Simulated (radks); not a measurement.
Values are calculated unless marked as measured or tabulated.
How relativity changes the ionisation of neutral holmium ([Xe] 4f11 6s2) to Ho+ ([Xe] 4f11 6s1). Spin-unpolarised spherical Kohn-Sham, LDA (Slater exchange, Perdew-Wang correlation), point nucleus unless stated (finite: rms radius 5.2022 fm), a radial shooting solver on a logarithmic mesh with Libxc functionals. A level marked "c x" has the speed of light scaled by that factor and shares open shells by 2j + 1; other Dirac levels either fill j = l - 1/2 first or share by 2j + 1.

| level | E(Ho) (hartree) | E(Ho+) (hartree) | IE (eV) | HOMO | <r> HOMO (bohr) |
|---|---|---|---|---|---|
| non-rel. | -12061.7424 | -12061.5201 | 6.051 | 6s | 4.297 |
| scalar-rel. | -12608.2701 | -12608.0304 | 6.523 | 4f | 0.8558 |
| scalar-rel., finite nucleus | -12607.0881 | -12606.8484 | 6.522 | 4f | 0.8557 |
| Dirac, 2j+1 shares | -12620.3621 | -12620.1223 | 6.525 | 4f7/2 | 0.8672 |
| Dirac, low j first | -12620.4083 | -12620.1686 | 6.523 | 4f7/2 | 0.8693 |
| Dirac, 2j+1 shares, finite nucleus | -12619.1720 | -12618.9322 | 6.524 | 4f7/2 | 0.8672 |
| Dirac, c x 0.85 | -12878.6474 | -12878.3976 | 6.797 | 4f7/2 | 0.9024 |
| Dirac, c x 1.25 | -12402.7703 | -12402.5379 | 6.325 | 6s1/2 | 4.123 |
| Dirac, c x 1.5 | -12292.9178 | -12292.6888 | 6.232 | 6s1/2 | 4.180 |

NIST Atomic Spectra Database: 6.022 eV (measured). The relativistic part of the total energy of Ho is -557.4 hartree (Dirac, 2j+1 shares, finite nucleus), 4.6 % of the non-relativistic value. Spin polarisation and multiplet splitting of open shells are left out at every level.

Beside tabulated values, note that relativity, absent from the non-relativistic runs, is large for the heavy elements, and spin-unpolarised runs miss the spin-polarisation part of the exchange energy of open shells.
